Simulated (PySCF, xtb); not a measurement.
BF₂, SMILES F[B+]F, charge +1.

GFN2-xTB in xtb at its own geometry gives an orbital gap of 8.29 eV.

The structure is a stationary point at PBE-D3(BJ)/def2-TZVP.

**Question.** What does r2SCAN/def2-TZVPD (PySCF) give? (The exact figures need the calculation; the answer reports its results.)

**Answer.** gap 12.02 eV (levels -21.01 and -8.98 eV).
